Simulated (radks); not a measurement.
The selenium ion Se2+ is in [Ar] 3d10 4s2 4p2. All-electron calculation, scalar-relativistic Kohn-Sham, PBE, spin-polarised, spherical densities, finite nucleus; Fermi nuclear charge, rms radius of each element as measured or else 0.836 A^(1/3) + 0.57 fm. Program: a radial shooting solver on a logarithmic mesh with Libxc functionals. Open shells are filled with parallel spins first. One electron is removed from 4p, 4s, 3d, 3p in turn, with full relaxation. Which removal costs least, and what does each cost?

Answer. 4p 31.646 eV; 4s 42.013 eV; 3d 88.153 eV; 3p 188.46 eV. The 4p electron leaves first.
